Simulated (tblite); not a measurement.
A tight-binding relaxation on `CB1BSB(N(C)C)C1`.

Computed with GFN2-xTB geometry optimisation, gas phase (tblite 0.8.0). Start geometry: from a force field or distance geometry. The input is one job of a driver script: a line of settings, then coordinates in Å.

Command:
```bash
OMP_NUM_THREADS=1 python probes_run.py task.json out
```

Input:
```
{"job": {"kind": "relax", "xc": "GFN2-xTB", "basis": "xTB"}, "charge": 0, "multiplicity": 1}
C      3.247200     0.364300     0.106100
B      1.852600    -0.383000     0.402300
B      1.782500    -1.698400     1.450100
S     -0.103000    -1.958000     1.612300
B     -0.678900    -0.680700     0.358500
N     -1.932100     0.164300     0.485400
C     -3.021600    -0.304400    -0.326500
C     -1.626200     1.564900     0.328200
C      0.599900    -0.370200    -0.540000
H      3.286300     1.337200     0.660500
H      4.089600    -0.241600     0.496100
H      3.376400     0.521000    -0.985800
H      2.609900    -2.477300     1.730000
H     -3.254000     0.350600    -1.180300
H     -3.925000    -0.289600     0.335600
H     -2.887100    -1.332300    -0.675300
H     -2.354800     2.199800     0.895300
H     -1.602700     1.878300    -0.727500
H     -0.620300     1.735600     0.774200
H      0.692200    -1.033700    -1.403500
H      0.460200     0.669900    -0.913900
```

Output:
```
step      E/eV     max force
  0    -667.22954    2.724
  1    -667.55316    1.284
  2    -667.75324    1.029
  3    -667.87685    0.925
  4    -667.97818    0.614
  5    -668.03428    0.584
  6    -668.07628    0.636
  7    -668.13366    0.666
  8    -668.17696    0.667
  9    -668.20603    0.502
... (146 lines left out)
156    -669.18920    0.029
157    -669.18931    0.031
158    -669.18947    0.024
159    -669.18956    0.025
160    -669.18967    0.020
161    -669.18974    0.019
162    -669.18979    0.015
163    -669.18983    0.010
164    -669.18985    0.010
165    -669.18988    0.009
```

«max force» is the largest atomic force in eV/Å.

From which step on does the largest force stay under 0.1 eV/Å, and how much energy is left to gain from there?

From step 71 (0.080 eV/Å), 26.8 meV above the end.

Main results: energy lowered by 45.2 kcal/mol over 165 steps; largest atomic force 0.009 eV/Å at the end.

Where do the atoms end?

1.115 Å rms from the input after alignment:
```
atom  x, y, z in Å
C1     3.1271    0.2528    0.8361
B2     2.0247   -0.6275    0.1220
B3     1.5555   -2.1817    0.4400
S4    -0.2241   -2.1815    0.5102
B5    -0.4201   -0.4480   -0.1325
N6    -1.6160    0.2318    0.0105
C7    -2.7818   -0.2941    0.6911
C8    -1.8643    1.5637   -0.5001
C9     0.9310    0.0890   -0.7845
H10    2.7121    1.1583    1.2783
H11    3.6910   -0.2672    1.6076
H12    3.8446    0.5901    0.0865
H13    2.0843   -3.1997    0.6812
H14   -3.6286   -0.3491    0.0013
H15   -3.0591    0.3595    1.5236
H16   -2.5734   -1.2891    1.0735
H17   -2.0783    2.2532    0.3224
H18   -2.7291    1.5540   -1.1698
H19   -1.0021    1.9265   -1.0505
H20    0.9801   -0.2977   -1.8069
H21    1.0176    1.1736   -0.8582
```

Hardware: one thread, Arm Neoverse N1 (aarch64), no GPU, shared host. Cost: 2.5 s wall.
Labels such as C1 count atoms from 1, the log's own numbers from 0.
